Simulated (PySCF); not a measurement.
SeSn (SMILES [Se]=[Sn]), singlet, at a GFN2-xTB geometry (such geometries of metal compounds can be far from the true shape) (all electrons, no relativity). Base run: B3LYP/STO-3G (PySCF).

The PySCF input:
```python
from pyscf import gto, scf, dft

mol = gto.M(
    atom='''
Sn   -0.000000   -0.000000   -0.946166
Se    0.000000    0.000000    1.391421
''',
    basis='sto-3g',
    charge=0,
    spin=0,
    verbose=4,
)

mf = dft.RKS(mol)
mf.xc = 'b3lyp'
mf.kernel()
mf.analyze()
```

The base run was repeated with changes; each row names its change, and settings that it needs were set with it.

| change | ΔE vs base (mEh) | grid points | electrons on the grid | outcome |
|---|---|---|---|---|
| base | 0.000 | 42384 | 84.00000 | converged |
| grids.level = 5 | 0.007 | 91744 | 84.00000 | converged |
| grids.prune = off | 0.000 | 80296 | 84.00000 | converged |
| grids.level = 7 | 0.008 | 177688 | 84.00000 | converged |
| grids.atom_grid = (30, 110) | -116.4 | 4872 | 84.00519 | converged |
| grids.atom_grid = (50, 194) | 0.260 | 12312 | 83.99998 | converged |
| grids.prune = dft.gen_grid.sg1_prune | - | - | - | input refused |
| grids.level = 2 | 0.004 | 27120 | 84.00001 | converged |
| grids.radi_method = mura_knowles | 0.001 | 38376 | 84.00000 | converged |
| grids.level = 4 | 0.012 | 62320 | 84.00000 | converged |
| grids.atom_grid = (99, 590) | 0.012 | 57088 | 84.00000 | converged |

- grids.prune = dft.gen_grid.sg1_prune: ended with `IndexError: index 50 is out of bounds for axis 0 with size 19`
